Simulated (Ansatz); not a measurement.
Relaxation of SiEt2(OtBu)2 (C12H28O2Si) with RKS r2SCAN-D4/def2-SVP.

```sh
$ ansatz run in.yaml --threads 2 --pin off --events-out ev --progress --plain --max-ram 32768MiB --backend cuda --devices 0, --max-vram 18GiB
```

```yaml
crystal:
  periodic: [false, false, false]
  atoms:
    - {symbol: Si, position_ang: [0.463540, 0.281250, 0.391690]}
    - {symbol: C, position_ang: [0.680220, 0.565640, 2.267190]}
    - {symbol: C, position_ang: [0.835060, 2.028350, 2.669370]}
    - {symbol: H, position_ang: [1.544950, 0.008270, 2.632820]}
    - {symbol: H, position_ang: [-0.190680, 0.159460, 2.784850]}
    - {symbol: H, position_ang: [0.846650, 2.134460, 3.753520]}
    - {symbol: H, position_ang: [1.761770, 2.438690, 2.278350]}
    - {symbol: H, position_ang: [0.011020, 2.611670, 2.269930]}
    - {symbol: C, position_ang: [2.091030, 0.582490, -0.582960]}
    - {symbol: C, position_ang: [2.436020, 2.057480, -0.771940]}
    - {symbol: H, position_ang: [2.005770, 0.121000, -1.569730]}
    - {symbol: H, position_ang: [2.934820, 0.093930, -0.093080]}
    - {symbol: H, position_ang: [3.298990, 2.175100, -1.426550]}
    - {symbol: H, position_ang: [1.596410, 2.592810, -1.207160]}
    - {symbol: H, position_ang: [2.666920, 2.522780, 0.182050]}
    - {symbol: O, position_ang: [-0.670480, 1.357670, -0.024180]}
    - {symbol: C, position_ang: [-1.631380, 1.428130, -1.060040]}
    - {symbol: C, position_ang: [-2.826160, 0.552620, -0.677250]}
    - {symbol: C, position_ang: [-2.052550, 2.897000, -1.163340]}
    - {symbol: C, position_ang: [-1.039500, 0.951040, -2.385110]}
    - {symbol: H, position_ang: [-3.594840, 0.596900, -1.444040]}
    - {symbol: H, position_ang: [-2.487240, -0.471840, -0.559220]}
    - {symbol: H, position_ang: [-3.243020, 0.891200, 0.267530]}
    - {symbol: H, position_ang: [-2.445470, 3.235430, -0.208350]}
    - {symbol: H, position_ang: [-2.816100, 3.020530, -1.926360]}
    - {symbol: H, position_ang: [-1.192960, 3.511940, -1.417550]}
    - {symbol: H, position_ang: [-0.740440, -0.088250, -2.290150]}
    - {symbol: H, position_ang: [-0.165140, 1.544560, -2.637700]}
    - {symbol: H, position_ang: [-1.773260, 1.043590, -3.181490]}
    - {symbol: O, position_ang: [-0.147180, -1.189110, 0.025200]}
    - {symbol: C, position_ang: [0.190580, -2.530600, 0.301150]}
    - {symbol: C, position_ang: [-0.217270, -2.873780, 1.735960]}
    - {symbol: C, position_ang: [-0.607770, -3.384640, -0.691030]}
    - {symbol: C, position_ang: [1.688020, -2.769360, 0.111630]}
    - {symbol: H, position_ang: [-0.055080, -3.930180, 1.931980]}
    - {symbol: H, position_ang: [0.368620, -2.287050, 2.437150]}
    - {symbol: H, position_ang: [-1.268500, -2.641720, 1.884920]}
    - {symbol: H, position_ang: [-1.671670, -3.203570, -0.561340]}
    - {symbol: H, position_ang: [-0.406790, -4.440390, -0.533160]}
    - {symbol: H, position_ang: [-0.334930, -3.120100, -1.709510]}
    - {symbol: H, position_ang: [2.249660, -2.172620, 0.824590]}
    - {symbol: H, position_ang: [1.986000, -2.481330, -0.892590]}
    - {symbol: H, position_ang: [1.922380, -3.819420, 0.264010]}
basis:
  gaussian: {orbitals: def2-SVP}
hamiltonian: {xc: r2scan, dispersion: d4}
scf: {lower_state_search: "off"}
output: {orbitals: {seedname: orbitals}}
relax: {f_tol: 0.03, max_steps: 70}
```

Hardware: 2 threads of AMD EPYC 7R13 on a shared host and a share (18 GiB) of an NVIDIA H100 80GB HBM3. Wall time 76 s, peak host memory 1.1 GiB.

Positions (Å) and forces (eV/Å) at steps 1, 2, 3, 4, 5, 6 of 11:

```xyz
43
step=1 energy=-24850.9286 eV
Si    0.464    0.281    0.392    1.744    0.215    0.905
C     0.680    0.566    2.267    0.089    0.133   -0.671
C     0.835    2.028    2.669   -0.044   -0.384   -0.155
H     1.545    0.008    2.633    0.335   -0.384    0.128
H    -0.191    0.159    2.785   -0.391   -0.322    0.073
H     0.847    2.134    3.754    0.029    0.131    0.418
H     1.762    2.439    2.278    0.419    0.324   -0.124
H     0.011    2.612    2.270   -0.358    0.387   -0.144
C     2.091    0.582   -0.583   -0.618    0.322    0.329
C     2.436    2.057   -0.772   -0.119   -0.409    0.045
H     2.006    0.121   -1.570   -0.145   -0.334   -0.318
H     2.935    0.094   -0.093    0.251   -0.381    0.253
H     3.299    2.175   -1.427    0.346    0.145   -0.234
H     1.596    2.593   -1.207   -0.333    0.362   -0.204
H     2.667    2.523    0.182    0.130    0.347    0.389
O    -0.670    1.358   -0.024   -0.595    0.970   -0.105
C    -1.631    1.428   -1.060   -0.488    0.224   -0.337
C    -2.826    0.553   -0.677    0.447    0.287   -0.086
C    -2.053    2.897   -1.163    0.200   -0.598    0.061
C    -1.040    0.951   -2.385   -0.108    0.167    0.514
H    -3.595    0.597   -1.444   -0.388   -0.001   -0.323
H    -2.487   -0.472   -0.559    0.077   -0.495    0.045
H    -3.243    0.891    0.268   -0.221    0.148    0.424
H    -2.445    3.235   -0.208   -0.183    0.163    0.417
H    -2.816    3.021   -1.926   -0.352    0.100   -0.340
H    -1.193    3.512   -1.418    0.373    0.296   -0.123
H    -0.740   -0.088   -2.290    0.136   -0.543   -0.061
H    -0.165    1.545   -2.638    0.407    0.291   -0.191
H    -1.773    1.044   -3.181   -0.274    0.006   -0.387
O    -0.147   -1.189    0.025   -0.435   -0.643   -0.280
C     0.191   -2.531    0.301   -0.093   -0.637   -0.027
C    -0.217   -2.874    1.736    0.113    0.190   -0.554
C    -0.608   -3.385   -0.691    0.326    0.363    0.401
C     1.688   -2.769    0.112   -0.579    0.161   -0.004
H    -0.055   -3.930    1.932    0.074   -0.466    0.163
H     0.369   -2.287    2.437    0.258    0.223    0.404
H    -1.268   -2.642    1.885   -0.477    0.080    0.090
H    -1.672   -3.204   -0.561   -0.471    0.068    0.046
H    -0.407   -4.440   -0.533    0.062   -0.503    0.037
H    -0.335   -3.120   -1.710    0.113    0.103   -0.457
H     2.250   -2.173    0.825    0.374    0.235    0.356
H     1.986   -2.481   -0.893    0.189    0.102   -0.463
H     1.922   -3.819    0.264    0.182   -0.442    0.087
43
step=2 energy=-24851.1130 eV
Si    0.464    0.283    0.401    1.041    0.177    0.453
C     0.702    0.551    2.260   -0.051    0.076   -0.324
C     0.853    2.022    2.668   -0.022   -0.194    0.000
H     1.566   -0.035    2.616    0.072   -0.085    0.022
H    -0.184    0.119    2.752   -0.091   -0.048    0.066
H     0.869    2.133    3.761    0.013    0.050    0.129
H     1.783    2.458    2.281    0.112    0.063   -0.040
H     0.022    2.622    2.277   -0.099    0.079   -0.046
C     2.068    0.597   -0.573   -0.303    0.143    0.112
C     2.425    2.077   -0.768   -0.027   -0.232    0.002
H     1.950    0.107   -1.554   -0.002   -0.050   -0.090
H     2.899    0.071   -0.075    0.079   -0.078    0.040
H     3.299    2.196   -1.423    0.107    0.046   -0.068
H     1.591    2.634   -1.216   -0.098    0.068   -0.051
H     2.660    2.565    0.186    0.030    0.076    0.109
O    -0.680    1.371   -0.029   -0.378    0.553    0.003
C    -1.644    1.441   -1.074   -0.200    0.060   -0.162
C    -2.844    0.572   -0.684    0.177    0.094   -0.058
C    -2.053    2.911   -1.176    0.076   -0.227    0.007
C    -1.036    0.958   -2.394   -0.066    0.056    0.187
H    -3.628    0.623   -1.450   -0.122   -0.004   -0.087
H    -2.520   -0.469   -0.567    0.015   -0.132    0.010
H    -3.259    0.917    0.271   -0.056    0.043    0.110
H    -2.448    3.255   -0.212   -0.047    0.048    0.105
H    -2.824    3.049   -1.944   -0.096    0.043   -0.092
H    -1.182    3.528   -1.431    0.093    0.083   -0.033
H    -0.735   -0.094   -2.308    0.031   -0.145   -0.013
H    -0.153    1.558   -2.651    0.102    0.079   -0.049
H    -1.766    1.048   -3.207   -0.076   -0.005   -0.133
O    -0.144   -1.205    0.034   -0.281   -0.361   -0.187
C     0.197   -2.554    0.311    0.007   -0.272    0.029
C    -0.217   -2.890    1.748    0.052    0.050   -0.212
C    -0.598   -3.404   -0.685    0.132    0.138    0.157
C     1.700   -2.778    0.120   -0.224    0.031    0.008
H    -0.049   -3.953    1.961    0.018   -0.134    0.065
H     0.362   -2.295    2.465    0.067    0.050    0.107
H    -1.281   -2.664    1.891   -0.125    0.015    0.024
H    -1.672   -3.220   -0.558   -0.123    0.014    0.007
H    -0.402   -4.472   -0.534    0.012   -0.139    0.004
H    -0.321   -3.134   -1.712    0.026    0.021   -0.120
H     2.274   -2.175    0.836    0.101    0.059    0.103
H     2.002   -2.492   -0.895    0.050    0.023   -0.123
H     1.953   -3.833    0.278    0.076   -0.129    0.026
43
step=3 energy=-24851.1473 eV
Si    0.474    0.296    0.405    0.180    0.007    0.040
C     0.699    0.545    2.256   -0.018    0.030   -0.014
C     0.862    2.008    2.690    0.010   -0.013   -0.004
H     1.556   -0.061    2.607   -0.009    0.003    0.003
H    -0.196    0.111    2.742    0.019    0.005   -0.026
H     0.881    2.113    3.788   -0.001   -0.016   -0.022
H     1.798    2.447    2.307   -0.008   -0.004    0.004
H     0.032    2.623    2.306    0.014   -0.015    0.007
C     2.053    0.608   -0.586   -0.016    0.020    0.007
C     2.422    2.084   -0.783   -0.007   -0.017    0.007
H     1.919    0.118   -1.570   -0.009    0.008    0.027
H     2.887    0.067   -0.101   -0.002    0.004   -0.019
H     3.300    2.205   -1.441   -0.017   -0.011    0.013
H     1.587    2.649   -1.228    0.012   -0.011    0.007
H     2.663    2.575    0.173   -0.004   -0.003   -0.009
O    -0.687    1.394   -0.028   -0.108    0.146    0.053
C    -1.654    1.457   -1.080   -0.028   -0.042   -0.097
C    -2.854    0.590   -0.690    0.015    0.017    0.017
C    -2.057    2.927   -1.191    0.008   -0.022    0.009
C    -1.043    0.964   -2.396    0.007    0.000    0.007
H    -3.647    0.643   -1.453    0.016    0.003    0.012
H    -2.537   -0.457   -0.574    0.001    0.020   -0.001
H    -3.268    0.938    0.270    0.000   -0.010   -0.010
H    -2.452    3.279   -0.226    0.005    0.002   -0.016
H    -2.829    3.069   -1.964    0.012   -0.003    0.011
H    -1.181    3.543   -1.449   -0.014   -0.008    0.003
H    -0.740   -0.092   -2.306   -0.004    0.017    0.004
H    -0.157    1.566   -2.659   -0.011   -0.010   -0.003
H    -1.769    1.046   -3.220    0.010    0.000    0.019
O    -0.136   -1.212    0.038   -0.075   -0.102   -0.050
C     0.206   -2.567    0.321    0.035   -0.082    0.029
C    -0.216   -2.905    1.754   -0.008    0.026   -0.011
C    -0.582   -3.415   -0.679    0.005    0.026    0.002
C     1.710   -2.789    0.138   -0.009    0.020    0.000
H    -0.046   -3.971    1.976   -0.002    0.018   -0.012
H     0.356   -2.308    2.482   -0.010   -0.010   -0.009
H    -1.287   -2.685    1.891    0.016   -0.005    0.005
H    -1.661   -3.230   -0.560    0.016   -0.005   -0.006
H    -0.390   -4.489   -0.530   -0.001    0.018    0.001
H    -0.298   -3.145   -1.708   -0.006   -0.008    0.013
H     2.287   -2.185    0.858   -0.005   -0.007   -0.006
H     2.021   -2.506   -0.880   -0.001   -0.004    0.016
H     1.974   -3.847    0.300   -0.009    0.018   -0.001
43
step=4 energy=-24851.1501 eV
Si    0.474    0.298    0.403    0.002   -0.032   -0.024
C     0.701    0.541    2.251    0.003    0.011    0.015
C     0.874    2.000    2.693    0.002   -0.004    0.001
H     1.552   -0.074    2.600   -0.010    0.003   -0.004
H    -0.197    0.110    2.731    0.003    0.007   -0.002
H     0.894    2.095    3.791    0.000   -0.003   -0.008
H     1.812    2.435    2.312   -0.008   -0.009    0.003
H     0.048    2.621    2.313    0.008   -0.006    0.005
C     2.046    0.611   -0.591    0.011    0.002   -0.012
C     2.418    2.086   -0.781    0.001    0.002   -0.001
H     1.902    0.128   -1.576    0.001    0.007    0.003
H     2.883    0.063   -0.118   -0.012    0.006   -0.009
H     3.293    2.207   -1.440   -0.006   -0.001    0.005
H     1.583    2.655   -1.222    0.006   -0.005    0.004
H     2.663    2.573    0.177   -0.003   -0.007   -0.008
O    -0.693    1.401   -0.025    0.016    0.035    0.080
C    -1.656    1.459   -1.082    0.002   -0.032   -0.027
C    -2.855    0.594   -0.686   -0.004    0.000   -0.009
C    -2.059    2.927   -1.198    0.002    0.000   -0.007
C    -1.041    0.960   -2.392   -0.008   -0.004    0.000
H    -3.648    0.643   -1.450    0.002   -0.002    0.005
H    -2.537   -0.452   -0.566    0.000    0.008    0.000
H    -3.270    0.944    0.272    0.008    0.000   -0.009
H    -2.456    3.285   -0.236    0.003   -0.004   -0.009
H    -2.830    3.067   -1.972    0.004   -0.001    0.003
H    -1.183    3.543   -1.457   -0.006   -0.003    0.000
H    -0.737   -0.095   -2.295   -0.004    0.010    0.002
H    -0.157    1.561   -2.659   -0.009   -0.003    0.004
H    -1.767    1.035   -3.218    0.004   -0.001    0.007
O    -0.140   -1.213    0.033   -0.036    0.039   -0.029
C     0.206   -2.568    0.321    0.023    0.006    0.020
C    -0.223   -2.901    1.752   -0.001   -0.006   -0.002
C    -0.575   -3.417   -0.681    0.008   -0.007    0.002
C     1.711   -2.783    0.146    0.000   -0.006    0.006
H    -0.052   -3.966    1.977   -0.003    0.005    0.000
H     0.345   -2.302    2.482   -0.005   -0.006   -0.010
H    -1.294   -2.683    1.886    0.008   -0.001   -0.004
H    -1.655   -3.234   -0.569    0.010    0.000    0.000
H    -0.382   -4.490   -0.529   -0.001    0.004   -0.002
H    -0.286   -3.149   -1.710    0.001   -0.002    0.009
H     2.282   -2.177    0.870   -0.009   -0.005   -0.005
H     2.027   -2.499   -0.870   -0.005   -0.002    0.009
H     1.978   -3.839    0.311    0.000    0.006   -0.001
43
step=5 energy=-24851.1518 eV
Si    0.473    0.301    0.400   -0.076   -0.026   -0.042
C     0.703    0.536    2.248    0.020   -0.008    0.022
C     0.891    1.989    2.699    0.002    0.002   -0.001
H     1.547   -0.091    2.595   -0.007    0.005   -0.001
H    -0.200    0.111    2.724   -0.004    0.004    0.003
H     0.912    2.075    3.797    0.000    0.003    0.001
H     1.834    2.417    2.321   -0.002   -0.005    0.002
H     0.072    2.622    2.324    0.004   -0.002    0.002
C     2.037    0.617   -0.602    0.021   -0.012   -0.014
C     2.414    2.091   -0.782    0.002    0.010    0.002
H     1.883    0.143   -1.590    0.002    0.004   -0.001
H     2.876    0.061   -0.141   -0.007    0.006   -0.002
H     3.287    2.214   -1.444    0.001    0.003   -0.002
H     1.579    2.666   -1.215    0.001   -0.001    0.001
H     2.664    2.570    0.178   -0.001   -0.004   -0.004
O    -0.697    1.409   -0.017    0.024   -0.015    0.040
C    -1.658    1.459   -1.079    0.015   -0.015   -0.009
C    -2.857    0.596   -0.682   -0.009   -0.006    0.005
C    -2.060    2.925   -1.207   -0.002    0.012   -0.001
C    -1.041    0.952   -2.385    0.007   -0.008   -0.004
H    -3.648    0.640   -1.448    0.002    0.000    0.001
H    -2.538   -0.449   -0.555   -0.002    0.001    0.000
H    -3.274    0.952    0.273    0.001    0.001   -0.001
H    -2.460    3.290   -0.248    0.000   -0.001   -0.002
H    -2.829    3.060   -1.984    0.001   -0.002    0.001
H    -1.184    3.540   -1.468    0.000   -0.001   -0.001
H    -0.736   -0.101   -2.281   -0.002    0.003   -0.004
H    -0.158    1.553   -2.655   -0.002   -0.001    0.000
H    -1.766    1.020   -3.211   -0.001    0.001    0.004
O    -0.145   -1.210    0.027   -0.002    0.036   -0.003
C     0.204   -2.564    0.321    0.013    0.017    0.009
C    -0.235   -2.897    1.748   -0.003   -0.001    0.009
C    -0.564   -3.418   -0.686   -0.003   -0.007   -0.010
C     1.711   -2.774    0.159    0.010    0.004    0.005
H    -0.063   -3.961    1.975   -0.001    0.002   -0.001
H     0.326   -2.297    2.482   -0.003   -0.001   -0.001
H    -1.307   -2.681    1.873    0.000    0.001   -0.003
H    -1.645   -3.238   -0.584    0.002    0.000   -0.001
H    -0.369   -4.490   -0.529    0.001    0.003    0.001
H    -0.267   -3.152   -1.712    0.001    0.000    0.001
H     2.273   -2.165    0.887   -0.001   -0.002   -0.003
H     2.035   -2.491   -0.854   -0.001    0.000    0.002
H     1.980   -3.829    0.327   -0.002    0.002    0.001
43
step=6 energy=-24851.1530 eV
Si    0.468    0.303    0.396   -0.052   -0.001   -0.020
C     0.707    0.526    2.244    0.013   -0.011    0.016
C     0.919    1.974    2.703    0.000    0.006   -0.008
H     1.542   -0.115    2.589   -0.007    0.004   -0.005
H    -0.202    0.114    2.719   -0.001    0.003    0.002
H     0.941    2.054    3.802   -0.001    0.001    0.001
H     1.868    2.388    2.328   -0.001   -0.002    0.001
H     0.109    2.621    2.332    0.005    0.000    0.002
C     2.027    0.621   -0.615    0.015   -0.012   -0.009
C     2.406    2.096   -0.784   -0.002    0.011    0.001
H     1.864    0.158   -1.606    0.002    0.001    0.003
H     2.867    0.059   -0.167   -0.005    0.004    0.003
H     3.276    2.222   -1.450    0.001    0.001   -0.002
H     1.571    2.677   -1.207    0.001    0.001    0.000
H     2.663    2.566    0.179    0.000   -0.001   -0.003
O    -0.705    1.413   -0.008    0.026   -0.040    0.004
C    -1.661    1.456   -1.076    0.016    0.010    0.022
C    -2.862    0.599   -0.676   -0.009   -0.008   -0.002
C    -2.061    2.923   -1.215   -0.006    0.012   -0.006
C    -1.042    0.942   -2.378   -0.002   -0.005   -0.006
H    -3.652    0.638   -1.443   -0.002   -0.001   -0.001
H    -2.546   -0.446   -0.540   -0.001   -0.001   -0.001
H    -3.281    0.962    0.276    0.002    0.002   -0.001
H    -2.464    3.294   -0.260    0.001   -0.003    0.000
H    -2.827    3.052   -1.995   -0.001    0.000    0.000
H    -1.184    3.534   -1.477    0.001   -0.001    0.000
H    -0.739   -0.112   -2.268   -0.001    0.000   -0.001
H    -0.159    1.541   -2.651    0.000    0.001    0.002
H    -1.767    1.006   -3.204   -0.002    0.001   -0.001
O    -0.152   -1.207    0.019    0.009    0.028    0.011
C     0.203   -2.558    0.321   -0.003    0.031   -0.008
C    -0.256   -2.890    1.742   -0.003   -0.009    0.006
C    -0.546   -3.418   -0.696    0.000   -0.015   -0.003
C     1.713   -2.758    0.181    0.005   -0.006    0.004
H    -0.083   -3.953    1.972   -0.002   -0.002    0.002
H     0.291   -2.288    2.484   -0.003   -0.001   -0.005
H    -1.331   -2.679    1.851    0.003    0.000   -0.004
H    -1.629   -3.244   -0.611    0.006    0.000    0.001
H    -0.348   -4.489   -0.533    0.000   -0.002   -0.002
H    -0.235   -3.153   -1.718    0.003    0.002    0.004
H     2.262   -2.144    0.915   -0.004   -0.001   -0.002
H     2.049   -2.475   -0.829   -0.002    0.000    0.003
H     1.986   -3.811    0.355    0.001    0.000    0.002
```
